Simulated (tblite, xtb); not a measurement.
F6Si2, triplet, at the geometry of the source list (a higher spin typed on purpose: for a closed-shell molecule this is an excited state). Base run: GFN1-xTB in xtb.

Here is a job for xtb.
```
$ xtb mol.xyz --gfn 1 --uhf 2 --json

# file mol.xyz
8

F      1.90460000    -0.27700000    -1.23620000
Si     1.11560000    -0.06470000     0.11950000
F      1.77810000     1.22330000     0.75800000
F      1.60380000    -1.25280000     1.04440000
Si    -1.11560000     0.06470000    -0.11950000
F     -1.60380000     1.25280000    -1.04440000
F     -1.77810000    -1.22330000    -0.75800000
F     -1.90460000     0.27700000     1.23620000
```

Programs used: tblite, xtb; a row that names a program was run with it.

The base run was repeated with changes; each row names its change, and settings that it needs were set with it.

| change | ΔE vs base (kcal/mol) | G_solv (kcal/mol) | SCF cycles |
|---|---|---|---|
| base | 0.000 | - | 8 |
| program = tblite; method = gfn1; option = (--guess, eeq) | 0.000 | - | - |
| gbsa = thf | 1.91 | 1.91 | 8 |
| program = tblite; method = gfn1; option = (--efield, 0,0,0.1) | -0.047 | - | - |
| acc = 1000 | 0.000 | - | 6 |
| gbsa = water | 8.10 | 8.10 | 8 |
| program = tblite; method = gfn1; option = (--alpb, water) | 5.82 | - | - |
| acc = 30 | 0.000 | - | 8 |

ALPB and GBSA are two models with their own fitted parameters for each solvent, which aren't always the measured dielectric constant.
